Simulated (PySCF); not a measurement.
# Radial density of Pd⁴¹⁺ (palladium, charge +41)

UHF, [He] 2s2 2p1, 2P determinant. Computed with PySCF 2.14 in an even-tempered Gaussian basis (17 s from 16 bohr⁻², ratio 2.2; 10 p from 21 bohr⁻², ratio 2.2; 6 d from 83 bohr⁻², ratio 2.4; 5 f from 120 bohr⁻², ratio 2.4; 4 g from 190 bohr⁻², ratio 2.4), with the non-relativistic Hamiltonian (point nucleus).

| r (bohr) | 4πr²ρ (e/bohr) | 4πr²(ρα − ρβ) |
| --- | --- | --- |
| 0.000584 | 0.2757 | 0.0000 |
| 0.000982 | 0.7521 | 0.0000 |
| 0.00165 | 2.001 | 0.0000 |
| 0.00278 | 5.102 | 0.0004 |
| 0.00467 | 12.12 | 0.0027 |
| 0.00786 | 25.54 | 0.0191 |
| 0.0132 | 43.97 | 0.1197 |
| 0.0222 | 53.76 | 0.6378 |
| 0.0374 | 38.03 | 2.5885 |
| 0.0629 | 19.96 | 6.6936 |
| 0.106 | 24.83 | 8.1411 |
| 0.178 | 11.72 | 2.7758 |
| 0.299 | 0.5705 | 0.1113 |
| 0.504 | 0.0009075 | 0.0001 |

A non-relativistic calculation at this Z misses sizeable relativistic shifts. Spin-orbit coupling, absent here, splits the open shell strongly.
